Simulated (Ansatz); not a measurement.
Cost and result for the atomization energy of H$_{8}$In$_{2}$N$_{2}$ (`[NH2+]1[InH2-][NH2+][InH2-]1`) (12 atoms, 12 bonds).

Z-matrix (Å, degrees):
```
In
N 1 2.218
In 1 3.314 2 41.7
N 1 2.218 2 83.3 3 0.0
H 1 1.721 2 108.3 3 -107.1
H 1 1.721 2 108.3 3 107.2
H 2 1.013 1 113.5 3 119.2
H 2 1.013 1 113.5 3 -119.2
H 3 1.721 1 114.9 2 90.0
H 3 1.721 1 114.9 2 -90.0
H 4 1.013 1 113.5 2 -119.2
H 4 1.013 1 113.5 2 119.2
```

Charge 0, multiplicity 1. Correlated methods include outer-core shells of In, which these sets cover unevenly. In: def2 effective core potential. Geometry: relaxed with PBE0-D4/def2-TZVP. Program: Ansatz. All runs use 4 threads of an Arm Neoverse V1 on a shared host. Times are those of one run each, without the atoms' runs, and a repeat can differ threefold. Electronic energies, without spin–orbit coupling; frozen cores. CCSD(T)/CBS adds CCSD(T) − MP2 in def2-TZVPP to the MP2 limit, and its time is that of the two runs behind it. T1 = 0.014. With those shells the extrapolation isn't a true limit. B3LYP takes the VWN-RPA correlation (the form of Gaussian; ORCA's B3LYP/G). HSE06 is the plane-wave form, built on full-range PBE exchange.

CCSD(T)/CBS is a level of theory with its own doubt, some kJ/mol a heavy atom from the limit and from the frozen cores, so smaller differences don't rank the functionals.

```tsv
level	functions	wall time
LDA (SPW92)/def2-TZVPP	274	2.4 s
revPBE-D4/def2-TZVPP	274	3 s
PBE-D4/def2-TZVPP (with forces)	274	3.7 s
BHLYP-D4/def2-TZVPP	274	5.5 s
HSE06-D4/def2-TZVPP	274	5.5 s
CAM-B3LYP-D4/def2-TZVPP	274	6 s
r2SCAN-D4/def2-TZVPP (with forces)	274	7 s
B3LYP-D4/def2-TZVPP (with forces)	274	8.5 s
B97M-V/def2-TZVPP	274	13 s
CCSD(T)/def2-SVP	120	17 s
MP2/def2-QZVPP	518	33 s
CCSD(T)/def2-TZVPP	274	8.8 min
CCSD(T)/CBS(def2)	–	9.4 min
```

(1) What atomization energy does each give, and how far from CCSD(T)/CBS? (An estimate is asked.)

## Answers

(1) Computed: 
| level | atomization (kJ/mol) | difference from CCSD(T)/CBS | per bond |
| --- | --- | --- | --- |
| LDA (SPW92)/def2-TZVPP | 3724.9 | 418.3 | 34.9 |
| revPBE-D4/def2-TZVPP | 3171.5 | -135.1 | -11.3 |
| PBE-D4/def2-TZVPP (with forces) | 3257.2 | -49.4 | -4.1 |
| BHLYP-D4/def2-TZVPP | 3175.9 | -130.7 | -10.9 |
| HSE06-D4/def2-TZVPP | 3215.2 | -91.4 | -7.6 |
| CAM-B3LYP-D4/def2-TZVPP | 3288.9 | -17.7 | -1.5 |
| r2SCAN-D4/def2-TZVPP (with forces) | 3241.3 | -65.3 | -5.4 |
| B3LYP-D4/def2-TZVPP (with forces) | 3246.5 | -60.1 | -5.0 |
| B97M-V/def2-TZVPP | 3288.1 | -18.5 | -1.5 |
| CCSD(T)/def2-SVP | 3044.8 | -261.8 | -21.8 |
| MP2/def2-QZVPP | 3229.1 | -77.5 | -6.5 |
| CCSD(T)/def2-TZVPP | 3202.2 | -104.4 | -8.7 |
| CCSD(T)/CBS(def2) | 3306.6 | 0.0 | 0.0 |

From r2SCAN to r2SCAN0 (25 % exact exchange), in def2-TZVPP and without D4, the atomization energy moves by −45.9 kJ/mol: exact exchange takes away binding that semilocal exchange gives to molecules. In def2-TZVPP, CCSD(T) changes the Hartree–Fock value by +1001.6 kJ/mol (the triples alone add +49.0 kJ/mol) and MP2 by +966.6 kJ/mol; breaking electron pairs costs correlation energy, which Hartree–Fock lacks. Leaving LDA and LC-ωPBE aside and taking each functional with its dispersion term where it has one, the values, not all of them listed here, spread over 132.9 kJ/mol, from revPBE-D4 to ωB97X-V. LDA lies +496.0 kJ/mol from PBE without D4, its usual overbinding.

Spin–orbit coupling would lower the free In atoms strongly, and the atomization energy with them, by more than many differences here.
